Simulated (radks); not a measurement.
Results of a calculation; reference values are marked as such.
How relativity changes the ionisation of the cobalt ion Co19+ ([He] 2s2 2p4) to Co20+ ([He] 2s2 2p3). Spin-unpolarised spherical Kohn-Sham, PBE, point nucleus unless stated (finite: rms radius 3.7875 fm), a radial shooting solver on a logarithmic mesh with Libxc functionals. A level marked "c x" has the speed of light scaled by that factor and shares open shells by 2j + 1; other Dirac levels either fill j = l - 1/2 first or share by 2j + 1.

level	E(Co19+) (hartree)	E(Co20+) (hartree)	IE (eV)	HOMO	<r> HOMO (bohr)
non-rel.	-1130.20828	-1071.06815	1609.3	2p	0.2136
scalar-rel.	-1140.13418	-1080.76455	1615.5	2p	0.2123
scalar-rel., finite nucleus	-1140.12915	-1080.75950	1615.5	2p	0.2123
Dirac, 2j+1 shares	-1140.15528	-1080.78087	1615.7	2p3/2	0.2132
Dirac, low j first	-1140.56430	-1081.41890	1609.4	2p3/2	0.2132
Dirac, 2j+1 shares, finite nucleus	-1140.15024	-1080.77582	1615.7	2p3/2	0.2132
Dirac, c x 0.85	-1144.07992	-1084.61358	1618.2	2p3/2	0.2130
Dirac, c x 1.25	-1136.53005	-1077.24081	1613.3	2p3/2	0.2133
Dirac, c x 100	-1130.20925	-1071.06910	1609.3	2p3/2	0.2136

NIST Atomic Spectra Database: 1606 eV (semi-empirical). The relativistic part of the total energy of Co19+ is -9.942 hartree (Dirac, 2j+1 shares, finite nucleus), 0.88 % of the non-relativistic value. Spin polarisation and multiplet splitting of open shells are left out at every level.

Beside tabulated values, note that spin-unpolarised runs miss the spin-polarisation part of the exchange energy of open shells.
